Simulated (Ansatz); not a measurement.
Ge2S4⁻, relaxed as a doublet with UKS PBE-D4/def2-SVPD in Ansatz, starting from the GFN2-xTB geometry. Force threshold 0.02 eV/Å.

The structure comes from a short search, and lower isomers may exist.

Start:

```xyz
6

Ge    0.007   -1.276   -1.311
Ge   -0.122    1.348    0.684
S     1.936   -1.589   -0.002
S     0.252   -1.205    1.117
S     0.081    0.968   -1.665
S    -2.154    1.754    1.177
```

(1) Estimate the energy that the relaxation releases and the steps that it takes.

(2) Does the start keep its bonding?

(3) Predict the relaxed structure.

Results:

(1) 2.9 kcal/mol, in 11 steps; 40 s on 4 threads of Arm Neoverse V1 on a shared host. The force fell under the threshold at step 10, but the optimiser went on. No frequencies were taken in this run, so the end may be a saddle point.

(2) By distances, no bond broke or formed. The bond that changes most is Ge2–S4, from 2.62 to 2.50 Å (atoms count from 1).

(3) 
```xyz
6

Ge    0.1222   -1.3370   -1.4022
Ge   -0.1671    1.2942    0.5901
S     1.9764   -1.5755    0.1071
S     0.1118   -1.1498    1.0570
S     0.0514    0.9696   -1.7247
S    -2.0947    1.7985    1.3728
```
Bond lengths: 6 × Ge–S 2.14 to 2.50 Å; 1 × S–S 2.14 Å.
